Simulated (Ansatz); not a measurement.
Ansatz (a first-principles code) input (MP2/3-21G): The .json file is the Basis Set Exchange's 3-21G.

Ansatz 0.2 input:
```yaml
crystal:
  periodic: [false, false, false]
  atoms:
    - {symbol: Cd, position_ang: [0.29017200, 0.00121100, -0.04132000]}
    - {symbol: F, position_ang: [-0.94757700, 1.37515800, -1.06981700]}
    - {symbol: F, position_ang: [-0.60000600, -1.38161700, 1.29019200]}
basis:
  gaussian:
    orbitals: 3-21G.json
total_charge: -1
magnetization: {spin_polarized: true, initial_magnetization: 1}
correlation: {method: mp2, electrons: outside_noble_gas}
```

Output:

```
Functional definition: HF
integrals: 0.02 GiB planned
665 factors; integrals over basis functions are off by at most 2.7e-4 eV
mean field: 0.31 GiB planned
mean field evaluation 1: about -153417.4986 eV, gradient 9.3e0 eV
mean field evaluation 2: about -153417.5171 eV, gradient 9.3e0 eV
mean field evaluation 4: about -153418.4181 eV, gradient 1.8e0 eV
mean field evaluation 8: about -153418.4816 eV, gradient 3.6e-1 eV
mean field evaluation 16: about -153418.4850 eV, gradient 1.7e-6 eV
mean field -153418.48496258 eV, -5638.0253315907 hartree, gradient 1.7e-6 eV, S^2 0.752552; 0 other end points of the search recorded, 0 dependent functions left out
20 core orbitals not correlated
reference -153418.48496258 eV, -5638.0253315907 hartree; 14, 13 occupied and 23, 24 virtual orbitals, 665 factors
second order -9.02840562 eV of doubles, -0.00000000 eV of singles
Total energy: -153427.51336820 eV, -5638.3571193775 hartree
```

The dipole moment of an ion depends on the origin.

The geometry given is a B3LYP-D3(BJ)/def2-TZVP minimum.
